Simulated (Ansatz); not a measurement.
Molecule: C₃H₁₁ClSi₂, net charge 0, singlet state. 
Coordinates optimised at B3LYP-D3(BJ)/def2-TZVP (Ansatz, a quantum-chemistry and plane-wave program):
SMILES: C[SiH2][Si](C)(C)Cl
```xyz
17

C      2.7038    -0.7468     0.1820
Si     1.1829    -1.0681    -0.8771
Si    -0.7062    -0.0537     0.0679
C     -1.0934    -0.7326     1.7693
C     -2.2128    -0.1228    -1.0384
Cl    -0.1957     1.9685     0.3137
H      2.5816    -1.1784     1.1771
H      3.5977    -1.1813    -0.2682
H      2.8634     0.3264     0.2970
H      0.9419    -2.5321    -1.0004
H      1.3823    -0.5342    -2.2493
H     -1.9286    -0.1920     2.2193
H     -0.2336    -0.6437     2.4347
H     -1.3652    -1.7891     1.7015
H     -3.0485     0.4153    -0.5864
H     -2.0056     0.3225    -2.0122
H     -2.5180    -1.1605    -1.1955
```

Basis-set convergence of Hartree-Fock and MP2 correlation energies (hartree) with Ansatz. Correlated levels leave the core frozen unless marked. No spin-orbit coupling. No relativistic terms.

```tsv
basis	functions	E(HF)	E(corr, MP2)
aug-cc-pV(D+d)Z	264	-1157.49281	-0.81817
aug-cc-pV(T+d)Z	556	___	___
```

Task: Some entries are withheld; supply them.

Result: 
- aug-cc-pV(T+d)Z, E(HF): -1157.56363
- aug-cc-pV(T+d)Z, E(corr, MP2): -0.99303
